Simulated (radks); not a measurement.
All-electron atom: Zr26+ in [Ne] 3s2 3p2.

All-electron calculation, Dirac Kohn-Sham, relativistic LDA (MacDonald-Vosko exchange, VWN5 correlation), spin-unpolarised, spherical densities, finite nucleus; open shells fill j = l - 1/2 first; Fermi nuclear charge, rms radius 4.2694 fm. Program: a radial shooting solver on a logarithmic mesh with Libxc functionals.

Energy parts (hartree):
part                       energy
total                 -3126.23265
kinetic                3238.61805
electron-nucleus      -6830.71841
Hartree                 532.55888
exchange-correlation    -66.69117

Orbitals (lengths in bohr, moments of r in powers of bohr):
| orbital | occ. | eigenvalue (hartree) | <r> | small-component weight |
|---|---|---|---|---|
| 1s1/2 | 2 | -697.2489 | 0.03718 | 2.11e-02 |
| 2s1/2 | 2 | -134.4476 | 0.1606 | 4.40e-03 |
| 2p1/2 | 2 | -127.4356 | 0.1368 | 4.39e-03 |
| 2p3/2 | 4 | -124.2204 | 0.1410 | 4.26e-03 |
| 3s1/2 | 2 | -50.73205 | 0.3980 | 1.58e-03 |
| 3p1/2 | 2 | -48.30592 | 0.3822 | 1.54e-03 |
| 3p3/2 | 0 | -47.55121 | 0.3886 | 1.51e-03 |
| 3d3/2 | 0 | -43.93688 | 0.3434 | 1.41e-03 |
| 3d5/2 | 0 | -43.76820 | 0.3453 | 1.40e-03 |
| 4s1/2 | 0 | -26.19328 | 0.7523 | 7.87e-04 |

The highest occupied level is 3p1/2 at -1314.5 eV. Summed over all electrons, <r^2> = 0.9042 bohr^2, which gives a Langevin (diamagnetic) susceptibility term of -0.716 x 10^-6 cm^3/mol.
